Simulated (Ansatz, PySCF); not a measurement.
Bond stretch in GaC (cation, charge +1), lowest triplet found (which spin is the ground state isn't settled by this scan).

- UKS-B3LYP/6-31G* = unrestricted B3LYP/6-31G*, spherical d (PySCF)
- UMP2/6-31G* = unrestricted MP2 (frozen core)/6-31G*, spherical d in PySCF 2.14.0
- FCI = full CI/aug-cc-pVDZ, cores with 3d frozen (Ansatz, a program for electronic structure)

Energies relative to the lowest point of each curve between 2.37 and 3.49 Å, where full CI is lowest, in eV; the last columns give the difference from FCI:

```
R / Å  UKS-B3LYP/6-31G*  UMP2/6-31G*    FCI  UKS-B3LYP/6-31G* − FCI  UMP2/6-31G* − FCI
-----  ----------------  -----------  -----  ----------------------  -----------------
2.37              0.059        0.110  0.127                  -0.069             -0.017
2.51              0.008        0.035  0.046                  -0.038             -0.011
2.68              0.000        0.000  0.003                  -0.003             -0.003
2.91              0.040        0.008  0.000                   0.040              0.008
3.19              0.120        0.052  0.033                   0.087              0.019
3.49              0.209        0.107  0.080                   0.129              0.027
3.93              0.318        0.174  0.140                   0.178              0.034
4.34              0.392        0.219  0.181                   0.211              0.038
5.00              0.465        0.265  0.220                   0.245              0.045
5.75              0.506        0.292  0.242                   0.265              0.050
6.77              0.526        0.307  0.256                   0.270              0.051
```

UKS-B3LYP/6-31G* is furthest from FCI at 6.77 (0.270 eV, above); its mean absolute difference over the points is 0.140 eV.

UMP2/6-31G* is furthest from FCI at 6.77 (0.051 eV, above); its mean absolute difference over the points is 0.028 eV.

The scan ran from 1.43 to 6.77 Å; beyond the distances shown full CI changes its symmetry label.
